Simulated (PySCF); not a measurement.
Computed structure and properties of [ReO3F2]−

System: [ReO3F2]− (singlet); start: template (C2v). Method: PySCF 2.14.0, RKS r2SCAN, Re def2-SVP with ECP60, O def2-SVP, F def2-SVP; non-relativistic Hamiltonian with scalar-relativistic core potentials where named; density fitting; no spin-orbit coupling.

Input of the relaxation:

```python
mol = gto.M(atom='''
Re     0.03179     0.00000     0.00000
O      0.03179     0.00000     1.48000
O      0.03179    -0.00000    -1.48000
O      1.51179     0.00000     0.00000
F     -0.81961     1.47470    -0.00000
F     -0.81961    -1.47470     0.00000''',
    basis={'Re': 'def2-SVP', 'O': 'def2-SVP', 'F': 'def2-SVP'},
    ecp={'Re': 'def2-SVP'},
    charge=-1, spin=0)
mf = dft.RKS(mol, xc='R2SCAN')
mf.grids.atom_grid = (50, 194)
mf = mf.density_fit()  # fitting sets: Re def2-universal-JKFIT, O def2-universal-JKFIT, F def2-universal-JKFIT
mf.conv_tol = 1e-08; mf.max_cycle = 55
mf.kernel(dm0)  # dm0: converged density of the start geometry
# quasi-Newton relaxation in Cartesian coordinates to a largest gradient under 0.00045 Eh/bohr, steps kept in the point group
```

Run from Python with OMP_NUM_THREADS=2; the lines above give its settings. Where DIIS fails, smearing, a level shift and second-order steps follow.
It took 68 s on 2 threads of Arm Neoverse V1 (shared host), from the converged density of the start.

Course of the relaxation:

| step | energy above end (eV) | largest force component within the symmetry (eV/Å) |
| --- | --- | --- |
| 0 | 15.0028 | 37.247 |
| 1 | 3.3733 | 6.438 |
| 2 | 2.0230 | 3.472 |
| 3 | 1.5217 | 1.007 |
| 4 | 1.3080 | 1.483 |
| 5 | 1.1767 | 1.972 |
| 6 | 0.8831 | 2.083 |
| 7 | 0.4738 | 1.266 |
| 8 | 0.1480 | 0.687 |
| 9 | 0.0201 | 0.526 |
| 10 | 0.0168 | 0.560 |
| 11 | 0.0054 | 0.475 |
| 12 | 0.0007 | 0.076 |
| 13 | 0.0000 | 0.010 |
| 14 | 0.0000 | 0.001 |

Relaxed geometry (D3h):

```xyz
6

Re   -0.0051    0.0000    0.0000
O    -0.8756    0.0000    1.5019
O    -0.8756    0.0000   -1.5019
O     1.7311    0.0000    0.0000
F    -0.0034    1.9221    0.0000
F    -0.0034   -1.9221    0.0000
```

```
   contact      Å
Re1–O2 (O)  1.736
Re1–O3 (O)  1.736
Re1–O4 (O)  1.736
Re1–F5 (F)  1.922
Re1–F6 (F)  1.922
```

On the finer grid (75, 302):

- HOMO: -3.04 eV
- LUMO: 1.34 eV
- Dipole about the centre of mass: 0.00 D
- Set of Mulliken populations of Re1 outside the core potential: s 2.40, p 6.47, d 4.69, f 0.25
- D3(BJ) dispersion energy (not in the energies): -0.033 eV

```csv
atom,Mulliken (e),Löwdin (e),spin (e)
Re1,1.19,0.15,0.00
O2,-0.45,-0.22,0.00
O3,-0.45,-0.22,0.00
O4,-0.45,-0.22,0.00
F5,-0.42,-0.24,0.00
F6,-0.42,-0.24,0.00
```

No frequency check is given for this geometry.

Rigid scan of O along the line from its metal:

```
distance to O2 (Å)  energy (eV)
              1.44        3.868
              1.54        1.411
              1.64        0.292
              1.74        0.000
              1.84        0.205
              1.94        0.696
              2.14        2.039
              2.44        4.090
              2.84        6.158
              3.34        7.701
```

Taking off one F (charge -1, singlet; the rest: singlet) in vacuum, both parts rigid, costs 7.32 eV; the small basis without counterpoise inflates it.

Rigid scan of F along the line from its metal:

(distance to F5 (Å), energy (eV)): (1.62, 1.882), (1.72, 0.687), (1.82, 0.141), (1.92, 0.000), (2.02, 0.102), (2.12, 0.349), (2.32, 1.028), (2.62, 2.097), (3.02, 3.244), (3.52, 4.182)

One start shape was tried, so this needn't be the lowest isomer.
